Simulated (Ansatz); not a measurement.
```xyz
14

C    -2.3643   -0.1420   -0.7524
Si   -1.2317    0.4286    0.6336
Si    0.9422    0.8848   -0.0581
C     1.9378   -0.7438   -0.4076
Al    2.6579    0.0033    1.2407
H    -2.4795    0.6435   -1.5023
H    -3.3544   -0.3951   -0.3656
H    -1.9535   -1.0247   -1.2470
H    -1.1252   -0.6499    1.6627
H    -1.8140    1.6230    1.3089
H     1.0321    1.9431   -1.1060
H     1.3817   -1.6728   -0.5291
H     2.6367   -0.6332   -1.2446
H     3.7342   -0.2645    2.3668
```

Charge 0, multiplicity 1.

(1) List the B3LYP/def2-TZVPP orbital energies in eV (Ansatz). (An estimate is asked.)

## Answers

(1) The calculation gave: Occupied: -1798.57, -1798.33, -1524.58, -276.41, -276.02, -143.12, -142.90, -112.56, -98.44, -98.44, -98.42, -98.22, -98.21, -98.20, -73.31, -73.11, -73.07, -19.11, -18.33, -14.39, -12.83, -11.32, -11.29, -10.98, -10.91, -9.73, -9.07, -8.95, -7.84, -6.97, -5.72. Lowest empty: -1.99, -0.92, 0.02, 0.39, 0.88, 1.04, 1.31, 1.83.

B3LYP here is the variant with VWN-RPA as its local correlation; programs differ in this.
